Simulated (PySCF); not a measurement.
C₃H₆ClOSi₂ (doublet state).
Cartesian coordinates in Å at the GFN2-xTB level; atoms count from 1:
```xyz
13
C3H6ClOSi2 angstrom
C      1.550    1.778    0.732
C      1.435    0.785    0.073
C      1.264   -0.413   -0.712
Si    -0.178   -1.486   -0.064
Cl    -0.519   -2.968   -1.384
O     -1.526   -0.610    0.018
Si    -2.480    0.711    0.163
H      1.677    2.650    1.300
H      1.078   -0.126   -1.751
H      2.195   -0.983   -0.696
H      0.052   -2.031    1.265
H     -1.846    1.807   -0.552
H     -2.708    0.886    1.588
```

The hyperfine couplings belong to this conformer and change with its torsions.

Identity: `C#CC[Si@H](Cl)O[SiH2]` [radical].

Method: UKS B3LYP, pcH-1 on C Cl H O Si, non-relativistic, mean-field spin-orbit, GIAO (PySCF 2.14.0). Geometry: GFN2-xTB, one conformer, isolated molecule. GFN2-xTB frequencies show an imaginary mode (32i cm⁻¹), so this geometry is no minimum at that level. The geometry wasn't refined by DFT: couplings that depend on bond lengths, twists or pyramidal angles can differ widely from those at the functional's own minimum, by a factor of two or more for some ions and for spin on atoms past the first row. The SCF solution wasn't tested for stability.

Task: Where do the isotropic ENDOR lines of H12/H13, H11, H10 and Cl5 fall at 340.7 mT, to first order?

Result: ν± = |νn ± a/2|, one line for each electron-spin manifold; νn = |g_N| × 7.62259 MHz/T × B.

| nuclei | isotope | g_N | νn (MHz) | a_iso (MHz) | lower line (MHz) | upper line (MHz) |
| --- | --- | --- | --- | --- | --- | --- |
| H12/H13 | 1H | 5.5857 | 14.51 | 97.13 | 34.06 | 63.07 |
| H11 | 1H | 5.5857 | 14.51 | 1.78 | 13.61 | 15.40 |
| H10 | 1H | 5.5857 | 14.51 | 1.49 | 13.76 | 15.25 |
| Cl5 | 35Cl | 0.5479 | 1.42 | 0.61 | 1.12 | 1.73 |

Task: Which pairs are centred on the nuclear Larmor frequency, and which on half the coupling?

Result: Centred on νn, since |a| < 2νn: H11, H10 and Cl5. Centred on |a|/2 and split by 2νn: H12/H13.

Nuclei that the bonding pattern makes equivalent are averaged, as if the motion that swaps them (rotation, inversion, ring flip) were fast.

Main isotope only: 35Cl (natural samples also hold 24 % 37Cl, magnetic too, which adds its own pattern).
